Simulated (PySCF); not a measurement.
**C2H11NSi3**

The system: C2H11NSi3, a carbene (divalent C1, bonded to 1 C + 1 N); neutral, singlet. The structure, one conformer, was relaxed in the gas phase by PBE0-D3(BJ)/def2-SVP. No frequency run checks that it is a minimum.

The strong deshielding of the divalent centre rests on a low-lying excitation, and density functionals tend to overstate it.

SMILES: [SiH3]C[C]N([SiH3])[SiH3]

```xyz
17

C    -0.114   -0.988   -0.079
C     1.132   -0.923    0.687
Si    2.454   -0.415   -0.596
N    -0.973    0.027    0.068
Si   -0.850    1.472    1.142
Si   -2.270   -0.392   -1.093
H     1.173   -0.232    1.558
H     1.462   -1.927    1.001
H     3.739   -0.193    0.135
H     2.053    0.855   -1.269
H     2.634   -1.492   -1.608
H    -2.031    2.322    0.833
H     0.409    2.220    0.858
H    -0.872    1.066    2.577
H    -1.743   -0.386   -2.483
H    -3.319    0.679   -0.982
H    -2.893   -1.691   -0.729
```
(Å; atoms numbered from 1)

Shieldings: GIAO PBE0/pcSseg-1. Shifts are against computed references at the same level: C TMS (σ 184.4 ppm), H TMS (σ 31.27 ppm), Si TMS (σ 352.0 ppm). Core levels by delta-SCF with SCAN, pcX-2 on the ionised atom and pcseg-1 elsewhere, spin-free X2C (2p3/2 is the spin-free 2p value less a third of a first-order spin-orbit splitting); from the vacuum level, for chosen atoms.

Question: Give the NMR and core-level values of the distinct atoms.

Answer: 
```csv
atoms,bonded to,σ (ppm),δ (ppm),core level (eV)
C1,1 C + 1 N,-249.3,433.7,-
C2,1 C + 1 Si + 2 H,134.0,50.4,1s 290.33
Si3,1 C + 3 H,421.0,-69.0,2p3/2 106.81
N4,1 C + 2 Si,47.6,-,1s 404.83
Si5,1 N + 3 H,435.8,-83.8,2p3/2 107.16
Si6,1 N + 3 H,414.4,-62.5,-
H7,1 C,28.48,2.78,-
H8,1 C,26.42,4.85,-
H9 H10 H11,1 Si,27.26,4.00,-
H12 H13 H14,1 Si,26.61,4.65,-
H15 H16 H17,1 Si,26.31,4.96,-
```

Values are those of this one static structure, with the three H of a rotating XH3 group averaged; atoms that internal rotation interchanges would show their mean in an NMR spectrum.

Core levels of C1 are left out, their hole states being strongly spin-contaminated.

Question: Which of Si3, Si5 holds its core electrons tightest, and by how much against the loosest?

Answer: Si5 (bonded to 1 N + 3 H), by 0.35 eV over Si3 (bonded to 1 C + 3 H).

Question: By CAM-B3LYP/def2-SVPD (TDDFT singlets, Tamm-Dancoff triplets, ionisation by delta-SCF), where does absorption start, and what does vertical ionisation take?

Answer: The lowest singlet lies at 3.00 eV (f 0.003), the strongest of the first 6 at 5.56 eV (f 0.037), the lowest triplet at 1.84 eV; vertical ionisation takes 7.64 eV.
